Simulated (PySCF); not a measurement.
## Working out the excitation energy of Sr

Sr [Kr] 5s2 (1S) → Sr [Kr] 4d2 (3F). Computed with PySCF 2.14 in ANO-RCC-VTZP (7s6p3d1f, 47 functions), with scalar relativity by spin-free X2C-1e. Frozen: [Ar] 3d10. Energies in hartree (1 hartree = 27.21139 eV):

| part | Sr (lower) | Sr (upper) |
| --- | --- | --- |
| UHF | -3177.234519 | -3177.052160 |
| CCSD correlation | -0.232063 | -0.207011 |
| (T) | -0.006840 | -0.004054 |

**Question.** What does Hartree-Fock give?

**Answer.** (-3177.052160) − (-3177.234519) = 0.182359 hartree = 4.962 eV.

**Question.** What do CCSD and CCSD(T) give?

**Answer.** The CCSD correlation energies differ by 0.025052 hartree = 0.682 eV and the triples by 0.002786 hartree = 0.076 eV, so CCSD gives 5.644 eV and CCSD(T) 5.720 eV.

The upper state lies above the first ionisation limit, where it may autoionise and the basis confines it.
